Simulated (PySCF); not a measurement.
# Atomic charges by several schemes

C₃HF₅O.
Cartesian coordinates in Å at the GFN2-xTB level; atoms count from 1:
```xyz
10
C3HF5O angstrom
F      1.2002    1.2607   -1.1229
C      1.3741    0.2657   -0.2460
O      0.9570   -0.9906   -0.6441
C      0.1971   -0.3917    0.3323
F      0.3053   -0.9201    1.5704
C     -1.2448    0.0089    0.0161
F     -1.5766    1.1254    0.6715
F     -1.4106    0.2335   -1.2811
F     -2.1023   -0.9381    0.3842
H      2.3095    0.3510    0.2971
```

Density: PBE0/pcSseg-1 (PySCF); schemes: Mulliken, IAO, Hirshfeld and ESP-fitted. Geometry: GFN2-xTB; no solvent, vibrations or thermal averaging.

**Question.** What partial charge does each atom carry?

**Answer.** In e; atoms taken as equivalent share a row and are averaged (×n: the atom named and its like, n in all):

| atom | environment | Mulliken | IAO | Hirshfeld | ESP-fitted |
| --- | --- | --- | --- | --- | --- |
| F1 | alkyl fluorine | -0.264 | -0.276 | -0.085 | -0.165 |
| C2 | sp3 C–F carbon | +0.406 | +0.329 | +0.111 | +0.199 |
| O3 | epoxide oxygen | -0.342 | -0.350 | -0.132 | -0.199 |
| C4 | sp3 C–F carbon | +0.218 | +0.396 | +0.111 | +0.109 |
| F5 | alkyl fluorine | -0.266 | -0.275 | -0.086 | -0.147 |
| C6 | CF3 carbon | +0.853 | +0.794 | +0.251 | +0.537 |
| F7/F8/F9 | fluorine of a CF3 group | -0.250 | -0.263 | -0.083 | -0.162 |
| H10 | methine hydrogen | +0.144 | +0.172 | +0.079 | +0.152 |

Mean size of the charges over all atoms: IAO 0.338 e, Mulliken 0.324 e, ESP-fitted 0.199 e, Hirshfeld 0.110 e. Each set sums to the total charge, 0, to within 0.001 e. The IAO scheme counts the electrons in orthogonalised intrinsic atomic orbitals, a minimal basis polarised so that it spans the occupied orbitals exactly.

Some averages cover members that differ in this geometry: F7/F8/F9, ESP-fitted -0.185 to -0.143 e.

Lowest charge. All schemes agree: Mulliken O3 (-0.342); IAO O3 (-0.350); Hirshfeld O3 (-0.132); ESP-fitted O3 (-0.199).

Highest charge. All schemes agree: Mulliken C6 (+0.853); IAO C6 (+0.794); Hirshfeld C6 (+0.251); ESP-fitted C6 (+0.537).

**Question.** Sum the charges by element, for elements with more than one atom.

**Answer.** 
```csv
element,atoms,Mulliken,IAO,Hirshfeld,ESP-fitted
F,5,-1.279,-1.341,-0.420,-0.798
C,3,+1.477,+1.518,+0.474,+0.844
```

**Question.** How many electrons does the ESP-fitted scheme count on F1?

**Answer.** Z − q = 9 − (-0.165) = 9.165.
